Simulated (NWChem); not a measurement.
# C4H4F2; SMILES F[C@H]1[C@H](F)C=C1

```xyz
10

F     -1.7451     0.1609    -0.8987
C     -0.6720    -0.4024    -0.2381
C     -0.6242    -0.2621     1.2668
C      0.6242     0.2621     1.2668
C      0.6720     0.4024    -0.2381
F      1.7451    -0.1609    -0.8987
H     -0.5194    -1.4380    -0.6157
H     -1.3528    -0.5147     2.0518
H      1.3528     0.5147     2.0518
H      0.5194     1.4380    -0.6157
```
Atoms are numbered in this order, from 1.

Results from NWChem. Pople sets run with spherical d functions. Geometry: optimised at PBE-D3(BJ)/def2-SVP. Level: M06-2X/6-31G* with SMD (1 M gas to 1 M solution), gas-phase geometry.

Problem. What does the run give for solvent water? Quantities: solvation free energy (kcal/mol); cavity-dispersion-structure term (kcal/mol); dipole in solution (D).

Solution. 
* **solvation free energy (kcal/mol)**: -1.2
* **cavity-dispersion-structure term (kcal/mol)**: 3.6
* **dipole in solution (D)**: 2.32
